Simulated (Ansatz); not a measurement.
formamidinium (CH5N2), SMILES [NH2+]=CN, charge +1.

Coordinates come from a PBE-D3(BJ)/def2-TZVP optimisation. One conformer was computed; it need not be the lowest.

Two levels are set side by side: PBE/def2-SVPD (Ansatz, a first-principles code) and ωB97X-V/def2-SVPD (Ansatz). Energy differences of separate SCF runs at the same geometry; the states with an electron removed or added have multiplicity 2 and 2. Differences are taken from unrounded values.

| quantity | ωB97X-V | PBE | PBE minus ωB97X-V |
|---|---|---|---|
| vertical ionisation energy (eV) | 16.99 | 16.92 | -0.07 |
| vertical electron affinity (eV) | 3.90 | 3.87 | -0.04 |
| vertical singlet–triplet gap (eV) | 5.34 | 5.12 | -0.21 |
